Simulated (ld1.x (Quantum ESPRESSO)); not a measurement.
# Configuration tests for zirconium (Zr) (TM semilocal)

```json
{
 "Element": "zirconium (Zr)",
 "Generator": "ld1.x (Quantum ESPRESSO) 7.5",
 "Type": "norm-conserving Troullier–Martins (semilocal form)",
 "Functional": "PBE",
 "Relativity": "scalar-relativistic",
 "Frozen core": "[Kr]",
 "Valence charge": "4",
 "Reference configuration": "4d2 5s2 5p0",
 "Partial waves": "5s (bound): rc 4.14 bohr; 5p (bound, empty): rc 3.45 bohr; 4d (bound): rc 2.20 bohr",
 "Local potential": "the d channel",
 "Core correction": "a·sin(br)/r model core inside 1.40 bohr"
}
```

Energies are relative to the spin-unpolarised reference configuration 4d2 5s2 5p0; without spin polarisation the order of configurations can differ from experiment.

```csv
valence configuration,charge,ΔE all-electron (eV),error AE − PS (meV)
4d2 5s1 5p0,+1,7.137,-5.9
4d2 5s0 5p0,+2,20.077,-79
4d1 5s0 5p0,+3,42.704,-420
4d1 5s2 5p1,0,3.003,-96
4d2 5s1 5p1,0,3.041,-9.4
```

**Question.** What are ΔE and the potential's error for 4d3 5s1 5p0?

**Answer.** ΔE = 1.195 eV all-electron; the error (AE − PS) is -37 meV.

**Question.** What are ΔE and the potential's error for 4d2 5s1.5 5p0?

**Answer.** ΔE = 2.880 eV all-electron; the error (AE − PS) is -0.9 meV.

Levels in the configuration 4d2 5s0 5p0:

| level | all-electron (eV) | pseudo (eV) |
| --- | --- | --- |
| 4d | -17.300 | -17.407 |
